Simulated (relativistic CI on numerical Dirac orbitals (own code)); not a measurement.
## Forbidden lines of Er64+

These numbers are calculated, not measured: Dirac-Coulomb-Breit CI, KLI orbitals optimised for each configuration, a model potential for QED, unscaled Slater integrals (own radial code, finite nucleus).

Configurations in the expansion (outside the closed core 1s2): 2s2, 2s 2p, 2p2, 2p 3s, 2p 3p, 2s 3s, 2s 3p, 2s 3d, 2s 4s, 2s 4p, 2s 4d, 2s 4f, 2s 5s, 3s2, 2s 5p, 2s 5d, 2s 5f, 2s 5g, 3s 3p, 3p2. Levels of other configurations are missing.

```tsv
λ vac (Å)	Lower	Upper	Type	A (s⁻¹)	log gf
0.9910	2s 2p 3P°_2 [5]	2s 5f 3F°_4 [61]	E2	3.06e+12	-2.39
1.3378	2s 2p 3P°_0 [2]	2s 3p 3P°_2 [19]	E2	4.23e+11	-3.25
1.3423	2s 2p 3P°_1 [3]	2s 3p 3P°_2 [19]	E2	6.78e+11	-3.04
1.5015	2s 2p 3P°_2 [5]	2s 3p 3P°_2 [19]	E2	6.66e+11	-2.95
1.5166	2s 2p 1P°_1 [6]	2s 3p 3P°_2 [19]	E2	2.43e+11	-3.38
1.5577	2s 2p 3P°_2 [5]	2s 3p 3P°_0 [13]	E2	1.94e+12	-3.15
12.662	2s 2p 3P°_1 [3]	2s 2p 3P°_2 [5]	M1	4.55e+09	-3.26
```

Terms are leading LS components. Brackets give the number of a level in order of energy, since labels repeat. The list gives strong lines, with weight on those to low levels, among the lowest 66 of 76 levels, so that lines to higher ones, which can be the strongest, are missing. Levels whose partners in the same complex of configurations lie outside the list can be far off, and so can their lines. Rates are taken at the computed energies, electric ones in the length gauge.

At this charge energies of transitions that change n are usually good to better than 1 %, and those within a shell (Δn = 0) to a few per cent.

LS names give the leading component of a level, which can be under half, so a name can repeat, a term be missing and a line seem to break the LS rules.
